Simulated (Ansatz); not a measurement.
Ideal-gas functions of ClF$_{2}$NbO, SMILES `[O]=[Nb]([F])([F])[Cl]` at 600 K and 1 bar, from an Ansatz frequency run at PBE0-D4/def2-TZVP.

Molar mass 182.35 g/mol, point group Cs (symmetry number 1), electronic degeneracy 1, moments of inertia 153.765, 258.624, 282.983 u Å². Harmonic wavenumbers (cm⁻¹, unscaled): 136, 161, 184, 248, 270, 443, 708, 724, 1071.

Use S(trans) = R[1.5 ln M + 2.5 ln T − 1.1517]; rotational temperatures θ = 24.2544 K / I; S(rot) = R[ln(√π/σ · √(T³/θAθBθC)) + 1.5]; for each mode x = 1.438777 ν̃/T, S = R[x/(eˣ − 1) − ln(1 − e⁻ˣ)] and H = RT x/(eˣ − 1); 1 cm⁻¹ = 0.0119627 kJ/mol; R = 8.31446 J/(mol·K).

Q: By hand: the entropy, in J/(mol·K).

A: Translation 188.3. Rotation: θ = 0.1577, 0.0938, 0.0857 K, giving 124.7. Vibration, mode by mode: 17.67, 16.28, 15.18, 12.76, 12.07, 8.19, 4.85, 4.70, 2.44, in all 94.1. Electronic 0.0. Sum 407.1 J/(mol·K).

Q: By hand: H − E and G − E in kJ/mol, counted from the electronic energy.

A: Zero-point energy ½ × 3945 × 0.0119627 = 23.6; thermal vibration 27.1; translation, rotation and pV give 4 RT = 20.0. H − E = 70.7 kJ/mol, and G − E = 70.7 − 600 × 407.1/1000 = -173.6 kJ/mol.

Vibration gives 23 % of the entropy, 17.7 J/(mol·K) of it from the mode under 150 cm⁻¹: soft modes count most, and the harmonic formula is weakest for them.
